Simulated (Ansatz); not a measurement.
The cluster Zr₂S₅⁻, relaxed as a doublet with UKS PBE-D4/def2-SVPD in Ansatz, starting from the GFN2-xTB geometry. Force threshold 0.02 eV/Å.

In the def2 sets Zr takes a core potential; there is no spin–orbit coupling. Another isomer (doublet) lies 0.72 eV lower at PBE0-D4/def2-TZVPD; other spin states weren't run for this one.

Start:

```csv
atom,x (Å),y (Å),z (Å)
Zr1,-0.249,0.556,1.095
Zr2,-0.613,-1.699,-1.121
S3,-2.212,0.142,-0.640
S4,1.474,1.123,-0.697
S5,1.418,-0.475,-2.025
S6,0.160,-2.226,1.134
S7,0.022,2.578,2.254
```

| step | energy (eV) | largest force component (eV/Å) | SCF passes |
| --- | --- | --- | --- |
| 1 | -56710.3259 | 1.596 | 38 |
| 2 | -56710.6957 | 1.263 | 29 |
| 3 | -56710.8514 | 0.253 | 32 |
| 4 | -56710.9072 | 0.276 | 29 |
| 5 | -56710.9213 | 0.069 | 31 |
| 6 | -56710.9255 | 0.107 | 26 |
| 7 | -56710.9261 | 0.103 | 30 |
| 8 | -56710.9270 | 0.112 | 25 |
| 9 | -56710.9274 | 0.014 | 26 |

Force components are those of the run's own axes.

End:

```xyz
7

Zr   -0.1561    0.6390    0.8439
Zr   -0.6209   -1.6695   -0.9835
S    -2.1342    0.1571   -0.6784
S     1.6433    1.0942   -0.8235
S     1.2809   -0.5830   -2.1228
S     0.1739   -1.8461    1.2652
S    -0.1869    2.2083    2.4990
```

By distances, no bond broke or formed. The bond that changes most is Zr1–S6, from 2.81 to 2.54 Å (atoms count from 1).

No frequencies were taken in this run, so the end may be a saddle point.

Hardware: 4 threads of Arm Neoverse N1 on a shared host. Wall time 97 s.
